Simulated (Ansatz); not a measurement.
F₂GeH₂S₂ (`[F][Ge]([F])([SH])[SH]`), 7 atoms. Total charge 0; spin multiplicity 1. Correlated methods include outer-core shells of Ge, which these sets cover unevenly. Scalar relativity is left out up to krypton. All runs use 4 threads of a server CPU on a shared host. Correlated methods freeze the cores.

Q: Give the basis size and wall time and peak host memory of each of these runs in Ansatz. RKS PBE0-D4/def2-QZVPP energy; RKS ωB97M-V/def2-TZVPP energy and forces; RKS PBE-D4/def2-TZVPP energy and forces; RKS ωB97M-V/def2-SVP energy; RKS r2SCAN-D4/def2-TZVPP energy and forces; RHF-MP2/def2-QZVPP energy; RKS PBE-QIDH (frozen core)/def2-TZVPP energy; RHF-CCSD(T)/def2-SVP energy; RKS PBE0-D4/def2-SVP energy; RKS PBE0-D4/def2-TZVP relaxation (10 steps); RKS PBE0-D4/def2-TZVP frequencies; RKS ωB97M-V/def2-QZVPP energy. (Estimate.)

A: The calculation gave: Other jobs shared the machine, so times are rough.

| level | job | functions | wall time | peak host memory (GiB) |
| --- | --- | --- | --- | --- |
| RKS PBE0-D4/def2-SVP | energy | 106 | 1.4 s | 0.26 |
| RKS PBE-D4/def2-TZVPP | energy and forces | 222 | 2.5 s | 0.33 |
| RKS ωB97M-V/def2-SVP | energy | 106 | 4.4 s | 0.37 |
| RKS r2SCAN-D4/def2-TZVPP | energy and forces | 222 | 4.6 s | 0.36 |
| RHF-CCSD(T)/def2-SVP | energy | 106 | 6 s | 0.45 |
| RKS PBE-QIDH (frozen core)/def2-TZVPP | energy | 222 | 7 s | 0.6 |
| RKS PBE0-D4/def2-QZVPP | energy | 403 | 9.5 s | 1.7 |
| RKS ωB97M-V/def2-TZVPP | energy and forces | 222 | 11 s | 0.92 |
| RHF-MP2/def2-QZVPP | energy | 403 | 19 s | 2 |
| RKS ωB97M-V/def2-QZVPP | energy | 403 | 19 s | 2 |
| RKS PBE0-D4/def2-TZVP | relaxation (10 steps) | 196 | 45 s | 0.66 |
| RKS PBE0-D4/def2-TZVP | frequencies | 196 | 2.1 min | 0.65 |
